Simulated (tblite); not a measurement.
Species: C₇H₈ClFSi.
Cartesian coordinates in Å at the GFN2-xTB level; atoms count from 1:
```
atom  x, y, z in Å
C1     3.3832    0.2622   -0.8538
C2     2.3978    0.3421   -0.1699
Si3    0.8651    0.4369    0.8590
F4     1.2930    0.9856    2.3256
C5    -0.0265   -1.2213    1.0101
C6    -0.7805   -1.5117   -0.2884
C7    -1.7074   -0.4135   -0.7233
C8    -1.5431    0.8877   -0.5415
Cl9   -2.7762    1.9646   -1.1676
C10   -0.4299    1.6166    0.1297
H11    4.2509    0.2003   -1.4457
H12    0.6515   -2.0477    1.2222
H13   -0.7417   -1.1804    1.8336
H14   -1.3662   -2.4271   -0.1750
H15   -0.0582   -1.6918   -1.0918
H16   -2.5844   -0.7473   -1.2610
H17    0.0139    2.3051   -0.5930
H18   -0.8499    2.2461    0.9191
```

Method: GFN2-xTB as coded in tblite; computed harmonic values from a numerical Hessian at the method's own geometry, unscaled. The method is semi-empirical: single wavenumbers can be off by several per cent or more. One conformer, not necessarily the lowest.

Harmonic wavenumbers (cm⁻¹): 25.9, 66.8, 102.4, 138.6, 160.7, 195.7, 241.6, 248.6, 257.6, 305.6, 326.1, 336.1, 396.9, 514.7, 602.9, 680.1, 685.0, 717.7, 733.2, 767.9, 801.5, 810.9, 838.9, 840.1, 930.2, 954.6, 1011.4, 1117.3, 1127.5, 1135.8, 1188.3, 1247.9, 1283.9, 1317.0, 1341.9, 1443.3, 1468.0, 1481.6, 1723.5, 2210.4, 2928.4, 2948.2, 2970.8, 2974.2, 2978.4, 3000.3, 3069.6, 3359.1.

A = 1487, B = 582.1, C = 554.7 MHz; mass 174.007 u (most abundant isotopes); point group C1, symmetry number 1.

Question: Zero-point energy?

Answer: Half the sum of the wavenumbers: 28004 cm⁻¹ = 335.00 kJ/mol.

Question: Entropy at 200 K, 1 bar (ideal gas, RRHO, classical rotation)?

Answer: Translation 164.90, rotation 124.23, vibration 98.53: S = 387.7 J/(mol K).

Question: And Cp and H(200 K) − H(0)?

Answer: Cp = 136.49 J/(mol K), of which vibrations give 103.23 (their classical limit is 48 R = 399.1); H(200 K) − H(0) = 17.20 kJ/mol without the zero-point energy, 10.55 from vibrations.

Question: How do the functions run with temperature in this model?

Answer: 
```json
{"T (K)": "50", "S (J/(mol K))": "261.5", "Cp (J/(mol K))": "58.1", "H − H(0) (kJ/mol)": "2.21", "G − H(0) (kJ/mol)": "-10.86", "ln q(vib)": "0.89"}
{"T (K)": "100", "S (J/(mol K))": "311.1", "Cp (J/(mol K))": "88.3", "H − H(0) (kJ/mol)": "5.88", "G − H(0) (kJ/mol)": "-25.23", "ln q(vib)": "2.34"}
{"T (K)": "298.15", "S (J/(mol K))": "450.3", "Cp (J/(mol K))": "179.9", "H − H(0) (kJ/mol)": "32.75", "G − H(0) (kJ/mol)": "-101.52", "ln q(vib)": "8.58"}
{"T (K)": "373.15", "S (J/(mol K))": "494.0", "Cp (J/(mol K))": "209.7", "H − H(0) (kJ/mol)": "47.38", "G − H(0) (kJ/mol)": "-136.95", "ln q(vib)": "10.87"}
{"T (K)": "500", "S (J/(mol K))": "561.4", "Cp (J/(mol K))": "250.8", "H − H(0) (kJ/mol)": "76.71", "G − H(0) (kJ/mol)": "-203.97", "ln q(vib)": "14.62"}
{"T (K)": "750", "S (J/(mol K))": "674.3", "Cp (J/(mol K))": "305.2", "H − H(0) (kJ/mol)": "146.79", "G − H(0) (kJ/mol)": "-358.92", "ln q(vib)": "21.50"}
{"T (K)": "1000", "S (J/(mol K))": "767.2", "Cp (J/(mol K))": "339.8", "H − H(0) (kJ/mol)": "227.71", "G − H(0) (kJ/mol)": "-539.44", "ln q(vib)": "27.67"}
```

q(vib) and H(0) count from the zero-point level.

Question: What must be added to the electronic energy to get the Gibbs energy at 200 K and 1 bar?

Answer: ZPE + [H(200 K) − H(0)] − T·S = 335.00 + 17.20 − 77.53 = 274.67 kJ/mol.

Question: Which modes carry the vibrational entropy at 200 K?

Answer: 25.9 cm⁻¹: 22.30; 66.8 cm⁻¹: 14.49; 102.4 cm⁻¹: 11.04; 138.6 cm⁻¹: 8.67; 160.7 cm⁻¹: 7.56; 195.7 cm⁻¹: 6.12 J/(mol K); the other 42 give 28.35 together.

Hindered rotation and anharmonicity are outside this model. Other conformers, if any are populated, would add a mixing term that is left out. The structure is chiral; the term R ln 2 for an equal mix with its mirror image is left out.
